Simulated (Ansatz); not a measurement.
BBr3, singlet, geometry from GFN2-xTB, atoms displaced at random by about 0.1 Å a coordinate. Base run: HF/3-21G (Ansatz, a first-principles code).

Ansatz was given this input:
Ansatz 0.2 input:
```yaml
crystal:
  periodic: [false, false, false]
  atoms:
    - {symbol: B, position_ang: [0.05816786, -0.14995869, 0.09579809]}
    - {symbol: Br, position_ang: [-1.67547427, -1.14586405, -0.13909504]}
    - {symbol: Br, position_ang: [0.30992877, 1.50160966, -0.87555583]}
    - {symbol: Br, position_ang: [1.77386110, -0.48280563, 1.02732508]}
basis:
  gaussian:
    orbitals: 3-21G.json
hamiltonian:
  xc: hf
relax: {}
```
The basis file holds 3-21G in the JSON format of the Basis Set Exchange.

Each row names what was changed in the base input (with any setting that the change needs).

```json
[
 {"change": "base", "ΔE vs base (kJ/mol)": "0.00", "optimiser steps": "4", "core-seconds (rough)": "6"},
 {"change": "relax = escape_saddle: false", "ΔE vs base (kJ/mol)": "0.00", "optimiser steps": "4", "core-seconds (rough)": "7"},
 {"change": "relax = max_displacement: 0.02", "ΔE vs base (kJ/mol)": "0.00", "optimiser steps": "13", "core-seconds (rough)": "20"},
 {"change": "relax = f_tol: 0.0005", "ΔE vs base (kJ/mol)": "0.00", "optimiser steps": "5", "core-seconds (rough)": "8"},
 {"change": "relax = f_tol: 0.002", "ΔE vs base (kJ/mol)": "0.00", "optimiser steps": "5", "core-seconds (rough)": "9"},
 {"change": "relax = f_tol: 0.1", "ΔE vs base (kJ/mol)": "0.00", "optimiser steps": "3", "core-seconds (rough)": "5"},
 {"change": "relax = max_displacement: 0.5", "ΔE vs base (kJ/mol)": "0.00", "optimiser steps": "5", "core-seconds (rough)": "8"}
]
```
